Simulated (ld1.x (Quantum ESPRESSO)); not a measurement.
**Reading a pseudo-wave (Ni (Z = 28))**

Columns: radius, all-electron u(r) and pseudo u(r) of the 4p shell (level -1.06 eV) of nickel in the configuration [Ar] 3d8.5 4s1.5 4p0; BP86, scalar-relativistic, TM scheme, ld1.x (Quantum ESPRESSO) 7.5.

```
r (bohr)  all-electron  pseudo
   0.173        0.0769  0.0039
   0.345       -0.0712  0.0153
   0.518       -0.1524  0.0340
   0.690       -0.1362  0.0592
   0.862       -0.0704  0.0901
   1.035        0.0117  0.1260
   1.208        0.0931  0.1654
   1.380        0.1667  0.2067
   1.553        0.2313  0.2490
   1.725        0.2860  0.2902
   1.898        0.3321  0.3294
   2.070        0.3700  0.3649
   2.242        0.4008  0.3958
   2.415        0.4253  0.4217
   2.588        0.4443  0.4422
   2.760        0.4583  0.4573
   2.932        0.4679  0.4676
   3.105        0.4739  0.4739
   3.278        0.4766  0.4766
   3.450        0.4764  0.4764
   3.623        0.4738  0.4738
   3.795        0.4691  0.4691
   3.968        0.4625  0.4625
   4.140        0.4544  0.4544
   4.312        0.4451  0.4451
   4.485        0.4346  0.4346
```

How many radial nodes do the two functions have?

The all-electron 4p function has n − l − 1 = 2; the pseudo-wave has 0, since the states of the same l below it are removed with the core.

At about which radius was the pseudo-wave matched?

3.45 bohr. The columns agree to 0.0005 from 2.93 bohr on; several derivatives are matched, so the curves merge somewhat inside the radius.

Is the pseudo-wave norm-conserving?

Yes: the TM scheme keeps the norm inside the radius equal to the all-electron one, which fixes the energy derivative of the logarithmic derivative at the level.
